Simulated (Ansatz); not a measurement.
Li₅Al₅⁺: single points at one geometry.

```yaml
crystal:
  periodic: [false, false, false]
  atoms:
    - {symbol: Li, position_ang: [-2.316847, 0.517707, -2.690852]}
    - {symbol: Li, position_ang: [0.160950, -3.238833, 2.610626]}
    - {symbol: Li, position_ang: [-1.261584, 3.290779, 0.694947]}
    - {symbol: Li, position_ang: [1.655063, -2.649327, -0.960678]}
    - {symbol: Li, position_ang: [2.602311, -0.236501, 1.959117]}
    - {symbol: Al, position_ang: [0.111495, -0.519158, -1.604663]}
    - {symbol: Al, position_ang: [-0.549725, 2.229190, -1.649818]}
    - {symbol: Al, position_ang: [0.812532, 1.331494, 0.666598]}
    - {symbol: Al, position_ang: [0.331593, -1.230087, 0.904973]}
    - {symbol: Al, position_ang: [-1.545789, 0.504738, 0.069760]}
basis:
  gaussian: {orbitals: def2-TZVP, initial_orbitals: start.molden}
total_charge: 1
magnetization: {spin_polarized: true, initial_magnetization: 1}
correlation: {method: mp2}
scf: {omitted_lower_state_checks: [starts]}
output: {orbitals: {seedname: orbitals}}
```

The file start.molden holds the orbitals of an earlier run on this structure, at another level or in another basis.

```sh
$ ansatz run in.yaml --threads 4 --pin off --events-out ev --progress --plain --max-ram 4787MiB
```

Output, abridged:

```
Functional definition: HF
1905 factors; integrals over basis functions are off by at most 7.5e-4 eV
mean field evaluation 1: about -33923.5592 eV, gradient 2.7e1 eV
mean field evaluation 2: about -33924.5032 eV, gradient 1.3e0 eV
mean field evaluation 4: about -33924.6147 eV, gradient 1.0e-1 eV
mean field evaluation 8: about -33924.5942 eV, gradient 8.9e-1 eV
mean field evaluation 16: about -33924.6399 eV, gradient 1.1e-3 eV
mean field -33924.63988948 eV, -1246.7075209915 hartree, gradient 2.4e-6 eV, S^2 1.443871; 0 other end points of the search recorded, 0 dependent functions left out
25 core orbitals not correlated: weight in the atoms' cores, before any rotation towards them, 1.000 or more for the frozen orbitals, at most 0.000 for the correlated occupied ones
reference -33924.63988948 eV, -1246.7075209915 hartree; 15, 14 occupied and 215, 216 virtual orbitals, 1905 factors
second order -16.28194487 eV of doubles, -0.00000000 eV of singles
Total energy: -33940.92183435 eV, -1247.3058714292 hartree
Checks for a lower state left out: starts
```

It took 18 s on 4 threads of Arm Neoverse V2 on a shared host, peak host memory 1 GiB.

The first input with `hamiltonian: {xc: r2scan, dispersion: d4}` and without the key `correlation` (abridged; 56 s):

```
Functional definition: r2SCAN
mean field evaluation 16: about -34001.7348 eV, gradient 1.5e-5 eV
mean field -34001.73478845 eV, -1249.5407062721 hartree, gradient 7.5e-6 eV, S^2 0.860686
Total energy: -34001.81680237 eV, -1249.5437202281 hartree
Checks for a lower state left out: starts
```

The first input with `gaussian: {orbitals: def2-SVP, initial_orbitals: start.molden}`, `hamiltonian: {xc: pbe0, dispersion: d4}` and without the key `correlation` (abridged; 7 s):

```
Functional definition: PBE0
mean field -33975.87462764 eV, -1248.5903628907 hartree, gradient 8.0e-6 eV, S^2 0.792337
Total energy: -33976.23203514 eV, -1248.6034973740 hartree
Checks for a lower state left out: starts
```

Geometry: PBE0-D4/def2-SVP.

Correlated methods freeze 25 core orbitals; core or outer-core shells of Li are correlated, in sets that lack core-valence functions. At MP2/def2-TZVP the charge 1 doublet is spin-contaminated (final ⟨S²⟩ up to 1.44, 0.75 for a pure state). Another isomer (doublet) lies 1.46 eV lower at PBE0-D4/def2-TZVP; other spin states weren't run for this one.
